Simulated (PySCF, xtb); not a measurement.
Ta(NH)(F)2(OH) (F2H2NOTa), SMILES [NH]=[Ta]([OH])([F])[F], multiplicity 1.

GFN2-xTB run with xtb 6.7.1 at its own geometry gives an orbital gap of 3.30 eV and a dipole moment of 4.29 D.

Geometry optimised at B3LYP-D3(BJ)/def2-SVP. The multiplicity is an assumed one; no other spin state was optimised. The structure was generated by enumeration; whether it is a known compound was not checked. The def2 effective core potentials stand for the cores of Ta; spin–orbit coupling is left out. Other conformers were not sampled.

Q: What does B3LYP/def2-TZVP (PySCF) give? (The exact figures need the calculation; the answer reports its results.)

A: gap 6.89 eV (levels -7.94 and -1.04 eV), dipole 2.52 D.
